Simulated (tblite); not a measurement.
Record of a relaxation.

Compound: C7H14NP.
Atom-mapped SMILES: `[CH3:1][CH2:2][N:3]([CH3:4])[P:5]1[CH2:6][CH:7]=[CH:8][CH2:9]1` (hydrogens: H10, H11, H12 on C1; H13, H14 on C2; H15, H16, H17 on C4; H18, H19 on C6; H20 on C7; H21 on C8; H22, H23 on C9)

Computed with GFN2-xTB (tblite), gas phase: L-BFGS steps from a force-field or distance-geometry start until the largest atomic force falls under 0.01 eV/Å. 5 of its 158 geometries are shown.

Step 0: E = -748.8306 eV, largest atomic force 4.413 eV/Å
```
atom  x, y, z in Å  |  force x, y, z in eV/Å
C1     -2.873   -0.942    0.488   -1.859   0.578   1.161
C2     -2.227    0.292   -0.092    0.747  -0.420  -0.742
N3     -0.860    0.517    0.419    1.101   0.508  -0.847
C4     -0.361    1.807   -0.097   -0.199   0.183   1.320
P5      0.243   -0.804   -0.076   -3.091  -2.106  -0.342
C6      1.524   -1.024    1.231   -0.323   0.571   0.483
C7      2.717   -0.440    0.585    2.160  -0.424   3.825
C8      2.661   -0.108   -0.644    2.083   1.817  -3.294
C9      1.427   -0.317   -1.415   -0.110   0.661  -0.413
H10    -3.006   -0.746    1.601    0.254  -0.544  -1.199
H11    -3.929   -0.980    0.057    1.331  -0.308   0.488
H12    -2.342   -1.879    0.333   -0.052   0.309  -0.082
H13    -2.177    0.200   -1.198   -0.213   0.068   0.217
H14    -2.863    1.154    0.139    0.317   0.033   0.094
H15    -0.280    1.837   -1.188   -0.084   0.120   0.073
H16     0.634    1.966    0.375   -0.553   0.116  -0.416
H17    -1.070    2.605    0.236    0.633  -0.445  -0.250
H18     1.204   -0.479    2.142    0.275  -0.400  -0.238
H19     1.653   -2.110    1.448   -0.175   0.692  -0.051
H20     3.661   -0.307    1.202   -1.133  -0.199  -0.706
H21     3.549    0.346   -1.172   -0.902  -0.484   0.477
H22     1.102    0.598   -1.973    0.307  -0.781   0.174
H23     1.608   -1.159   -2.119   -0.514   0.456   0.268
```

Step 39: E = -749.8274 eV, largest atomic force 0.062 eV/Å
```
atom  x, y, z in Å  |  force x, y, z in eV/Å
C1     -2.868   -0.899    0.512   -0.009   0.016  -0.019
C2     -2.211    0.272   -0.204    0.027   0.010  -0.004
N3     -0.794    0.355    0.141    0.021  -0.006  -0.006
C4     -0.236    1.687    0.029   -0.020  -0.017   0.009
P5      0.148   -1.026   -0.231    0.028   0.015  -0.007
C6      1.382   -0.885    1.175    0.023  -0.002   0.013
C7      2.634   -0.285    0.623    0.012   0.032  -0.006
C8      2.666   -0.048   -0.677   -0.033  -0.004  -0.020
C9      1.448   -0.416   -1.462   -0.050  -0.029   0.008
H10    -2.802   -0.775    1.591    0.026   0.035  -0.036
H11    -3.914   -0.969    0.227   -0.004  -0.030   0.008
H12    -2.358   -1.822    0.244   -0.059  -0.016  -0.007
H13    -2.370    0.177   -1.288    0.006   0.015   0.010
H14    -2.686    1.205    0.115    0.013   0.005   0.012
H15    -0.316    2.100   -0.986    0.004   0.004   0.032
H16     0.813    1.668    0.320   -0.032   0.005  -0.028
H17    -0.771    2.358    0.708    0.004  -0.013  -0.010
H18     0.943   -0.285    1.976    0.022   0.012   0.003
H19     1.585   -1.876    1.590    0.007  -0.026  -0.020
H20     3.454   -0.074    1.292    0.010   0.010   0.007
H21     3.513    0.377   -1.196   -0.016   0.009   0.034
H22     1.066    0.418   -2.058    0.012  -0.031   0.019
H23     1.673   -1.230   -2.158    0.006   0.004   0.007
```

Step 78: E = -749.8442 eV, largest atomic force 0.042 eV/Å
```
atom  x, y, z in Å  |  force x, y, z in eV/Å
C1     -2.891   -0.888    0.430   -0.013  -0.021  -0.001
C2     -2.181    0.297   -0.207   -0.035  -0.008   0.013
N3     -0.775    0.341    0.181   -0.014   0.004  -0.021
C4     -0.202    1.667    0.068    0.010   0.014   0.007
P5      0.140   -1.065   -0.142    0.001  -0.003   0.005
C6      1.430   -0.886    1.207    0.030   0.008   0.004
C7      2.610   -0.185    0.615    0.004   0.023  -0.021
C8      2.597   -0.003   -0.694    0.018  -0.033   0.001
C9      1.403   -0.514   -1.433    0.027   0.014   0.001
H10    -2.746   -0.863    1.507   -0.025  -0.014  -0.019
H11    -3.954   -0.845    0.207    0.003  -0.012   0.025
H12    -2.492   -1.826    0.051    0.005   0.028  -0.004
H13    -2.313    0.266   -1.298    0.022   0.023   0.003
H14    -2.649    1.219    0.152    0.026   0.021   0.000
H15    -0.297    2.088   -0.942   -0.014  -0.014   0.024
H16     0.852    1.644    0.333    0.011  -0.033   0.002
H17    -0.713    2.337    0.764   -0.030   0.008  -0.019
H18     1.007   -0.356    2.064   -0.019   0.016  -0.003
H19     1.720   -1.883    1.551   -0.003  -0.013   0.010
H20     3.412    0.136    1.261    0.015  -0.013   0.003
H21     3.391    0.479   -1.245    0.001   0.012   0.004
H22     0.974    0.242   -2.096   -0.014  -0.031  -0.024
H23     1.673   -1.376   -2.051   -0.005   0.024   0.011
```

Step 118: E = -749.8564 eV, largest atomic force 0.034 eV/Å
```
atom  x, y, z in Å  |  force x, y, z in eV/Å
C1     -2.892   -0.929    0.256    0.000  -0.003  -0.008
C2     -2.174    0.355   -0.124    0.005   0.010   0.001
N3     -0.772    0.350    0.273   -0.008  -0.004  -0.005
C4     -0.176    1.665    0.138    0.003  -0.020  -0.003
P5      0.129   -1.075    0.003   -0.007   0.014   0.004
C6      1.487   -0.790    1.262    0.018   0.015   0.007
C7      2.619   -0.111    0.560    0.023  -0.012   0.012
C8      2.546   -0.041   -0.758    0.006   0.004   0.010
C9      1.331   -0.637   -1.391    0.002  -0.002   0.010
H10    -2.722   -1.150    1.306    0.002   0.011   0.016
H11    -3.960   -0.816    0.082    0.014  -0.021   0.004
H12    -2.525   -1.767   -0.332   -0.007   0.006  -0.026
H13    -2.290    0.543   -1.203    0.001  -0.007  -0.012
H14    -2.645    1.195    0.401   -0.032  -0.002   0.011
H15    -0.165    2.018   -0.901    0.003   0.020  -0.017
H16     0.843    1.657    0.512    0.027  -0.015  -0.014
H17    -0.756    2.378    0.728   -0.003   0.011   0.011
H18     1.099   -0.213    2.105   -0.004  -0.010   0.014
H19     1.817   -1.759    1.650   -0.020   0.009   0.001
H20     3.443    0.275    1.141    0.009  -0.012  -0.012
H21     3.305    0.408   -1.380   -0.020   0.013  -0.011
H22     0.864    0.030   -2.120   -0.016   0.012   0.007
H23     1.590   -1.557   -1.923    0.006  -0.015   0.001
```

Step 157: E = -749.8619 eV, largest atomic force 0.008 eV/Å
```
atom  x, y, z in Å  |  force x, y, z in eV/Å
C1     -2.870   -0.957    0.181    0.002  -0.004   0.004
C2     -2.186    0.373   -0.085   -0.003  -0.006   0.000
N3     -0.777    0.368    0.285   -0.001   0.001  -0.004
C4     -0.180    1.678    0.123    0.000   0.001   0.000
P5      0.123   -1.063    0.061    0.000   0.004   0.003
C6      1.496   -0.740    1.299   -0.006  -0.002   0.002
C7      2.642   -0.127    0.559   -0.003   0.005   0.003
C8      2.546   -0.084   -0.758   -0.003  -0.001   0.000
C9      1.305   -0.660   -1.359   -0.004  -0.005  -0.005
H10    -2.672   -1.276    1.202    0.004  -0.001  -0.004
H11    -3.944   -0.854    0.043    0.006   0.002   0.001
H12    -2.502   -1.723   -0.497   -0.002   0.006   0.002
H13    -2.317    0.650   -1.143   -0.004   0.004   0.004
H14    -2.672    1.152    0.516    0.005   0.000  -0.002
H15    -0.265    2.051   -0.906   -0.002   0.003   0.002
H16     0.872    1.650    0.394    0.000  -0.001   0.000
H17    -0.692    2.388    0.779   -0.003   0.001  -0.005
H18     1.127   -0.111    2.112    0.000   0.000   0.002
H19     1.801   -1.695    1.740    0.000  -0.003  -0.003
H20     3.489    0.246    1.115    0.006  -0.001  -0.001
H21     3.304    0.330   -1.407    0.003   0.002   0.004
H22     0.831    0.016   -2.076    0.002   0.003  -0.001
H23     1.535   -1.585   -1.895    0.004  -0.006  -0.001
```

Question: Summarise the path.

Answer: The energy falls by 1.0313 eV from step 0 to step 157; nine tenths of that is first reached at step 18. It falls at every step. The largest force goes from 4.413 to 0.008 eV/Å. Among the bonds N3–P5 changes most, from 1.791 to 1.705 Å; the atoms move by 0.453 Å rms after alignment.

Question: Follow the three bonds and two angles with the largest change from start to end.

Answer: 
| step | E above end (eV) | largest force (eV/Å) | N3–P5 (Å) | C7–H20 (Å) | C1–H11 (Å) | C4–N3–P5 (°) | N3–P5–C6 (°) |
| --- | --- | --- | --- | --- | --- | --- | --- |
| 0 | 1.0313 | 4.413 | 1.791 | 1.135 | 1.141 | 109.8 | 108.7 |
| 7 | 0.2410 | 0.321 | 1.745 | 1.081 | 1.089 | 118.4 | 103.7 |
| 14 | 0.1525 | 0.240 | 1.721 | 1.085 | 1.087 | 121.7 | 102.7 |
| 20 | 0.0850 | 0.181 | 1.719 | 1.078 | 1.087 | 122.9 | 101.4 |
| 27 | 0.0473 | 0.098 | 1.714 | 1.078 | 1.087 | 121.2 | 98.7 |
| 34 | 0.0380 | 0.064 | 1.710 | 1.080 | 1.086 | 120.9 | 98.0 |
| 41 | 0.0332 | 0.071 | 1.712 | 1.081 | 1.087 | 120.9 | 98.0 |
| 48 | 0.0272 | 0.075 | 1.710 | 1.080 | 1.088 | 121.7 | 98.4 |
| 55 | 0.0245 | 0.034 | 1.709 | 1.080 | 1.086 | 121.8 | 98.6 |
| 61 | 0.0229 | 0.045 | 1.708 | 1.080 | 1.087 | 121.6 | 98.8 |
| 68 | 0.0208 | 0.035 | 1.709 | 1.080 | 1.087 | 121.7 | 99.0 |
| 75 | 0.0191 | 0.038 | 1.709 | 1.080 | 1.087 | 121.7 | 99.0 |
| 82 | 0.0156 | 0.049 | 1.709 | 1.080 | 1.087 | 121.8 | 98.7 |
| 89 | 0.0141 | 0.033 | 1.711 | 1.080 | 1.087 | 121.3 | 98.6 |
| 96 | 0.0125 | 0.034 | 1.709 | 1.079 | 1.087 | 121.1 | 98.9 |
| 102 | 0.0110 | 0.034 | 1.708 | 1.080 | 1.087 | 121.0 | 99.1 |
| 109 | 0.0093 | 0.045 | 1.708 | 1.081 | 1.087 | 121.2 | 99.0 |
| 116 | 0.0064 | 0.079 | 1.708 | 1.080 | 1.088 | 121.8 | 98.5 |
| 123 | 0.0038 | 0.035 | 1.707 | 1.080 | 1.087 | 121.9 | 98.5 |
| 130 | 0.0020 | 0.020 | 1.706 | 1.080 | 1.087 | 121.7 | 99.1 |
| 137 | 0.0016 | 0.016 | 1.706 | 1.080 | 1.087 | 121.8 | 99.2 |
| 143 | 0.0011 | 0.018 | 1.706 | 1.080 | 1.087 | 121.8 | 99.1 |
| 150 | 0.0005 | 0.024 | 1.706 | 1.080 | 1.087 | 121.8 | 99.0 |
| 157 | 0.0000 | 0.008 | 1.705 | 1.080 | 1.088 | 121.8 | 98.9 |

The cost below is that of the whole relaxation. Hardware: an Arm Neoverse V2 with one thread, no GPU, on a shared host. Cost: 1.2 s wall.
